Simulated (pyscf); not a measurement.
Optimised with ωB97X-D3(BJ)/def2-SVP in PySCF.

**Question.** How much does it cost (ΔH, 298 K, ωB97M-D3(BJ)/def2-TZVP) to split H₃Si–NH–Si(Cl)(Cl)–Cl at its N–Si bond into •HN–SiH₃ + Cl–Si•(Cl)–Cl?

**Answer.** N–Si to •HN–SiH₃ + Cl–Si•(Cl)–Cl: 484.0 kJ/mol. The 7 functionals that were run give +435.5 (PBE) to +488.6 kJ/mol (ωB97X-D3(BJ)). •HN–SiH₃ lies 87.1 kJ/mol over its isomer H₂N–SiH₂•, and others may lie lower still (electronic energy, ωB97M-D3(BJ)).
